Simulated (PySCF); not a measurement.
Work out the structure from these simulated measurements.

Formula: C7H10OSi.

- Dipole: 1.50 D [PBE0/pcSseg-1]
- NMR, other nuclei: isotropic shieldings of nuclei other than C and H, by class: 284 (1 O), 423 (1 Si) ppm [GIAO PBE0/pcSseg-1]
- 13C NMR: chemical shifts (computed TMS as zero) by class: 166.1 (1 C), 157.8 (1 C), 151.3 (1 C), 149.4 (1 C), 64.5 (1 C), 56.4 (1 C), 47.4 (1 C) ppm [GIAO PBE0/pcSseg-1]
- 1H NMR: chemical shifts (computed TMS as zero) by class: 7.00 (1 H), 6.88 (1 H), 6.85 (1 H), 4.70 (1 H), 4.09 (1 H), 4.08 (3 H), 3.99 (1 H), -0.18 (1 H) ppm [GIAO PBE0/pcSseg-1]
- Rotational structure: rotational constants A, B, C: 2.373, 0.951, 0.772 GHz [GFN2-xTB]

The electronic properties come from PySCF, for the isolated species, density fitting. Levels stand in brackets. Isolated species at its GFN2-xTB geometry (one conformer only). GFN2-xTB frequencies show an imaginary mode (26i cm⁻¹), so this geometry is no minimum at that level. NMR values are class means; diastereotopic atoms form classes of their own.

Question: Give a SMILES that accounts for the data.

Answer: Numbering: `[OH:1][CH2:2][C:3]1=[CH:4][C@@:5]2([SiH3:6])[CH:7]=[CH:8][C@@H:9]12`. Its formula, C7H10OSi, gives 4 degrees of unsaturation: 2 rings and 2 π bonds in the structure found. 7 carbons fall into 7 classes; from least to most shielded: fully substituted alkene carbon [C3] (166.1 ppm), alkene CH carbon [C7] (157.8 ppm), alkene CH carbon [C4] (151.3 ppm), alkene CH carbon [C8] (149.4 ppm), carbinol carbon (C–OH) [C2] (64.5 ppm), sp3 carbon at a ring junction [C9] (56.4 ppm), ring sp3 carbon bound to silicon [C5] (47.4 ppm). Hydrogen classes from least to most shielded: 1 H on an alkene CH carbon, C7 (7.00 ppm), 1 H on an alkene CH carbon, C8 (6.88 ppm), 1 H on an alkene CH carbon, C4 (6.85 ppm), 1 H on a carbinol carbon (C–OH), C2 (4.70 ppm), 1 H on an sp3 carbon at a ring junction, C9 (4.09 ppm), 3 H on an SiH3 silicon, Si6 (4.08 ppm), 1 H on a carbinol carbon (C–OH), C2 (3.99 ppm), 1 H on an alcohol oxygen, O1 (-0.18 ppm). The other shieldings belong to: 284 ppm, alcohol oxygen [O1]; 423 ppm, SiH3 silicon [Si6]. The optimised geometry has point group C1 and is an asymmetric top. Structure: `OCC1=C[C@@]2([SiH3])C=C[C@@H]12`. Computed isomers that give other values at the same levels: `C=C[C@H](C)C1=C[SiH2]C1=O` (13C chemical shifts (computed TMS as zero) by class: 224.1 (1 C), 194.0 (1 C), 175.0 (1 C), 149.4 (1 C), 120.5 (1 C), 52.1 (1 C), 21.7 (1 C) ppm); `c1coc([C@@H]2CC[SiH2]2)c1` (13C chemical shifts (computed TMS as zero) by class: 163.8 (1 C), 145.3 (1 C), 117.3 (1 C), 109.5 (1 C), 30.2 (1 C), 29.8 (1 C), 6.2 (1 C) ppm); `C#C[C@@H]1C[C@H](C=O)C[SiH2]1` (13C chemical shifts (computed TMS as zero) by class: 212.5 (1 C), 94.2 (1 C), 79.3 (1 C), 57.1 (1 C), 40.4 (1 C), 12.6 (1 C), 12.3 (1 C) ppm). The assignments are read from this structure; whether some other isomer fits the data as well wasn't checked. The mirror image fits equally.

Shape of the structure used: `[OH:1][CH2:2][C:3]1=[CH:4][C@@:5]2([SiH3:6])[CH:7]=[CH:8][C@@H:9]12`: O1–C2–C3–C4 81°, H–O1–C2–C3 -55°.
